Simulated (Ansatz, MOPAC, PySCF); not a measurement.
Noncovalent pair: HCl (SMILES Cl) (first 2 atoms) with PH3 (SMILES P); geometry from B3LYP-D3(BJ)/def2-TZVP.
(charge 0, multiplicity 1):
```json
[
 {"atom": "Cl", "x (Å)": "0.4362", "y (Å)": "-0.6161", "z (Å)": "-0.3437"},
 {"atom": "H", "x (Å)": "0.2439", "y (Å)": "0.3609", "z (Å)": "-1.1517"},
 {"atom": "P", "x (Å)": "0.0404", "y (Å)": "0.0554", "z (Å)": "3.2634"},
 {"atom": "H", "x (Å)": "-0.2208", "y (Å)": "0.8030", "z (Å)": "4.4421"},
 {"atom": "H", "x (Å)": "0.8941", "y (Å)": "1.0468", "z (Å)": "2.7177"},
 {"atom": "H", "x (Å)": "-1.1066", "y (Å)": "0.5471", "z (Å)": "2.5911"}
]
```

Monomers are frozen at their geometry in the pair; levels with a basis set take the counterpoise correction. Rows marked so take none.

Rows in 6-31G* carry no dispersion term and start afresh at each structure (6-31G* with six Cartesian d functions). The state that PM7 reach isn't checked; PM7 holds dispersion and hydrogen-bond terms.

The values were computed with Ansatz (a quantum-chemistry and plane-wave program); MOPAC for PM7 (differences of heats of formation); PySCF for 6-31G* rows, the dispersion terms. Values without a source in brackets are computed.

Give the interaction energy at the level PM7.

-0.8 kcal/mol
